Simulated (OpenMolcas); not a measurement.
V IV.

```
Program             : OpenMolcas 26.06
Basis               : ANO-RCC-VQZP [7s6p4d3f2g1h]
Scalar Hamiltonian  : DKH2, point nucleus
Active space        : 2 electrons in 5 orbitals (3d)
State averaging     : 2S+1 = 3 even, 10 roots; 2S+1 = 1 even, 15 roots (14 in the spin-orbit step)
Spin-orbit coupling : RASSI with atomic mean-field integrals over the reference wave functions, term energies averaged over their components
```

Two sets of levels on these reference wave functions, in cm-1 above 3d2 3F2: one from CASSCF and one from SS-CASPT2, IPEA 0.25 Eh, imaginary shift 0.1 Eh (closed shells correlated: 3s 3p).

```csv
Level,Set 1,Set 2
3d2 3F2,0.0,0.0
3d2 3F3,323,320
3d2 3F4,738,736
3d2 1D2,10500,13980
3d2 3P0,13690,16540
3d2 3P1,13790,16640
3d2 3P2,14030,16880
3d2 1G4,18620,21490
```

Which set is which?

Set 1 is SS-CASPT2. Its levels of the other terms of 3d2 lie at 0.75 to 0.87 of the other set's values, as expected, since terms of lower spin or lower L gain more correlation energy than the Hund ground term. Against 6 measured levels (Sugar and Corliss, J. Phys. Chem. Ref. Data 7, 1191 (1978)) the mean absolute deviation is 300 cm-1 with it and 2200 cm-1 without; single levels miss by up to 570 cm-1 with it.

CASPT2 breaks the degeneracy within a term, and the mean is taken; among the terms shown or strongly mixed into the levels shown the widest spread is 910 cm-1 (3d2 1G, SS-CASPT2). Some high roots are left out of the spin-orbit mixing, which shifts the levels that they would mix with. Without dynamic correlation excited terms often stand tens of per cent too high (terms of higher spin than the ground term too low), and those without a measured partner can miss by more than the paired ones (holds for CASSCF). Measured partners are found by configuration, term and J. A level has none where our copy of the source lacks it or the pairing is in doubt (some pairs that miss far off the trend of their configuration count as doubtful), and it then counts in no deviation. Only configurations of the active space appear.
